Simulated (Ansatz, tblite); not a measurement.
Forces on Si31H36, a nanocrystal cut from cubic silicon at its PBE-D4/def2-SVP geometry. Total charge 0; singlet.

The xTB rows come from tblite. Single mean-field runs in def2-SVP are fitted with def2-universal-jkfit.

GFN2-xTB (tblite), largest force 0.67 eV/Å:

```xyz
67
positions Å, forces eV/Å
Si    3.808   -1.903   -2.054    0.128   -0.095   -0.175
Si    0.293   -1.528   -4.438    0.098   -0.102   -0.169
Si    4.387    0.754    0.527    0.363    0.283    0.102
Si    1.953    3.653    1.098    0.366    0.274    0.109
Si   -2.063    1.321   -3.646   -0.192    0.318   -0.262
Si   -1.272    3.902   -0.975   -0.193    0.346   -0.261
Si    1.172    0.983   -1.578    0.327    0.297   -0.459
Si    0.216   -2.562   -0.640   -0.009   -0.657    0.092
Si    0.966    0.070    2.126    0.168   -0.156    0.622
Si   -2.236    0.299    0.056   -0.634    0.087    0.021
Si    3.334   -2.851    1.579    0.136   -0.174    0.119
Si   -2.989   -2.263   -2.786   -0.171   -0.151   -0.077
Si   -3.128   -3.315    1.359    0.084   -0.198    0.067
Si   -1.480    2.992    2.733   -0.230    0.186    0.386
Si   -2.430   -0.535    3.825   -0.070   -0.004    0.349
Si    3.447    0.380   -1.601    0.425   -0.233   -0.204
Si    0.212    0.706   -3.708   -0.007   -0.187   -0.484
Si    2.484   -3.191   -0.593    0.439   -0.160    0.047
Si   -0.711   -2.869   -2.782   -0.221   -0.113   -0.430
Si    0.995    3.262   -1.016   -0.003    0.472    0.056
Si    4.223    3.031    1.103    0.260    0.185    0.042
Si    3.232   -0.557    2.105    0.346   -0.360    0.126
Si    0.785    2.353    2.674   -0.019    0.434    0.172
Si   -2.253    3.599   -3.090   -0.138    0.212   -0.199
Si   -3.186   -0.027   -2.071   -0.305   -0.267   -0.360
Si   -2.409    2.581    0.611   -0.108    0.458    0.105
Si    0.026   -0.314    0.009    0.030   -0.097    0.032
Si   -0.942   -4.017    0.805   -0.409   -0.129    0.070
Si   -0.143   -1.092    3.844   -0.125   -0.112    0.209
Si   -3.328   -0.989    1.695   -0.274   -0.444    0.179
Si   -2.647    1.748    4.353   -0.151    0.084    0.241
H     5.261   -2.204   -1.771   -0.541    0.058   -0.277
H     3.536   -2.252   -3.494    0.293    0.088    0.592
H    -0.525   -1.650   -5.701    0.462   -0.013    0.401
H     1.699   -1.973   -4.746   -0.646    0.150   -0.051
H     5.838    0.329    0.491   -0.444    0.116    0.026
H     1.804    5.116    1.449    0.033   -0.458   -0.104
H    -2.661    1.061   -5.011    0.175    0.074    0.411
H    -1.363    5.350   -0.548    0.034   -0.448   -0.126
H     4.764   -3.334    1.636   -0.605    0.082    0.112
H     2.533   -3.632    2.591    0.443    0.233   -0.379
H    -3.516   -2.367   -4.197    0.082   -0.072    0.601
H    -3.802   -3.188   -1.916    0.247    0.333   -0.500
H    -4.080   -3.771    0.285    0.313    0.072    0.521
H    -3.531   -3.998    2.645    0.003    0.203   -0.551
H    -1.571    4.473    3.027    0.040   -0.458   -0.097
H    -3.169   -1.376    4.842    0.205    0.252   -0.296
H     4.164    1.238   -2.620   -0.268   -0.246    0.332
H     0.943    1.609   -4.676   -0.225   -0.270    0.348
H     2.592   -4.655   -0.957   -0.073    0.451    0.098
H    -0.576   -4.330   -3.145   -0.017    0.449    0.137
H     1.728    4.064   -2.067   -0.244   -0.279    0.350
H     4.992    3.862    0.106   -0.181   -0.256    0.522
H     4.817    3.265    2.471   -0.097    0.019   -0.594
H     3.808   -0.312    3.481   -0.197   -0.038   -0.433
H     1.401    2.540    4.042   -0.204   -0.057   -0.451
H    -1.547    4.439   -4.126   -0.436   -0.233    0.360
H    -3.704    4.011   -3.051    0.585   -0.033   -0.158
H    -4.641    0.378   -2.017    0.482   -0.099    0.020
H    -3.874    2.956    0.617    0.488   -0.141   -0.006
H    -0.147   -4.203    2.071   -0.274   -0.031   -0.548
H    -1.029   -5.361    0.122    0.160    0.473    0.357
H     0.048   -2.581    3.713    0.021    0.625    0.153
H     0.472   -0.656    5.152   -0.195   -0.321   -0.511
H    -4.795   -0.621    1.699    0.467   -0.056   -0.038
H    -2.084    2.014    5.727   -0.378   -0.041   -0.467
H    -4.104    2.141    4.351    0.581   -0.121    0.179
```

r2SCAN-D4/def2-SVP (Ansatz), largest force 0.21 eV/Å:

```
Si 0.117 -0.070 -0.131
Si 0.069 -0.063 -0.159
Si 0.152 -0.024 -0.002
Si 0.000 0.150 0.040
Si -0.063 -0.006 -0.142
Si -0.020 0.154 0.026
Si 0.023 0.023 -0.034
Si 0.003 -0.054 0.001
Si 0.020 -0.008 0.050
Si -0.039 0.002 0.002
Si 0.082 -0.124 0.096
Si -0.136 -0.106 -0.055
Si -0.136 -0.115 0.026
Si -0.022 0.146 0.043
Si -0.072 -0.074 0.108
Si 0.100 0.073 -0.113
Si 0.073 0.077 -0.128
Si 0.029 -0.158 -0.028
Si 0.004 -0.149 -0.065
Si 0.077 0.107 -0.107
Si 0.130 0.098 0.034
Si 0.062 0.006 0.152
Si 0.070 0.041 0.151
Si -0.070 0.114 -0.096
Si -0.162 0.031 -0.015
Si -0.157 0.063 0.006
Si -0.004 -0.012 0.000
Si 0.055 -0.161 0.055
Si 0.073 -0.108 0.131
Si -0.159 0.017 0.018
Si -0.083 0.058 0.130
H -0.160 0.034 -0.028
H 0.053 0.043 0.200
H 0.089 0.015 0.138
H -0.201 0.062 0.029
H -0.159 0.051 0.005
H 0.019 -0.162 -0.039
H 0.064 0.032 0.150
H 0.009 -0.159 -0.049
H -0.167 0.059 -0.009
H 0.101 0.089 -0.115
H 0.059 0.013 0.157
H 0.103 0.118 -0.124
H 0.116 0.047 0.147
H 0.046 0.076 -0.144
H 0.008 -0.165 -0.029
H 0.083 0.096 -0.112
H -0.078 -0.096 0.113
H -0.083 -0.101 0.105
H -0.009 0.163 0.042
H -0.017 0.164 0.039
H -0.081 -0.084 0.117
H -0.089 -0.095 0.113
H -0.069 -0.027 -0.156
H -0.061 -0.029 -0.152
H -0.068 -0.017 -0.150
H -0.080 -0.097 0.119
H 0.166 -0.047 -0.003
H 0.161 -0.046 -0.009
H 0.161 -0.037 0.000
H -0.106 0.007 -0.155
H 0.008 0.147 0.076
H -0.027 0.189 0.028
H -0.070 -0.050 -0.143
H 0.160 -0.044 0.002
H -0.064 -0.031 -0.157
H 0.167 -0.044 0.000
```

PBE0-D4/def2-SVP (Ansatz), largest force 0.21 eV/Å:

```
Si 0.068 -0.046 -0.096
Si 0.057 -0.046 -0.099
Si 0.089 -0.032 -0.009
Si -0.027 0.092 0.026
Si -0.032 -0.023 -0.087
Si -0.002 0.091 0.039
Si -0.004 0.002 0.005
Si -0.002 0.001 0.004
Si 0.001 0.005 0.003
Si 0.013 0.000 0.001
Si 0.049 -0.085 0.068
Si -0.092 -0.075 -0.024
Si -0.096 -0.073 0.010
Si 0.000 0.097 0.004
Si -0.043 -0.057 0.059
Si 0.051 0.060 -0.068
Si 0.051 0.061 -0.066
Si 0.003 -0.102 -0.021
Si 0.009 -0.096 -0.030
Si 0.053 0.050 -0.077
Si 0.092 0.067 0.023
Si 0.019 0.020 0.104
Si 0.052 0.006 0.094
Si -0.048 0.077 -0.068
Si -0.099 0.032 0.005
Si -0.104 0.023 -0.002
Si -0.005 0.001 -0.004
Si 0.059 -0.101 0.041
Si 0.064 -0.082 0.073
Si -0.099 0.031 0.004
Si -0.061 0.039 0.092
H -0.172 0.038 -0.022
H 0.036 0.050 0.202
H 0.088 0.019 0.152
H -0.197 0.065 0.046
H -0.182 0.054 0.006
H 0.019 -0.184 -0.045
H 0.074 0.033 0.170
H 0.012 -0.182 -0.053
H -0.177 0.068 -0.015
H 0.094 0.100 -0.125
H 0.069 0.020 0.165
H 0.112 0.126 -0.111
H 0.122 0.057 0.136
H 0.054 0.085 -0.151
H 0.010 -0.187 -0.036
H 0.094 0.106 -0.128
H -0.091 -0.107 0.129
H -0.093 -0.114 0.122
H -0.014 0.185 0.047
H -0.018 0.184 0.047
H -0.092 -0.099 0.132
H -0.101 -0.105 0.115
H -0.080 -0.035 -0.163
H -0.072 -0.031 -0.173
H -0.078 -0.022 -0.171
H -0.078 -0.108 0.130
H 0.176 -0.057 0.003
H 0.184 -0.051 -0.007
H 0.183 -0.046 -0.001
H -0.104 0.022 -0.155
H 0.007 0.162 0.076
H -0.031 0.196 0.013
H -0.077 -0.046 -0.156
H 0.183 -0.047 0.000
H -0.060 -0.036 -0.171
H 0.178 -0.049 -0.009
```
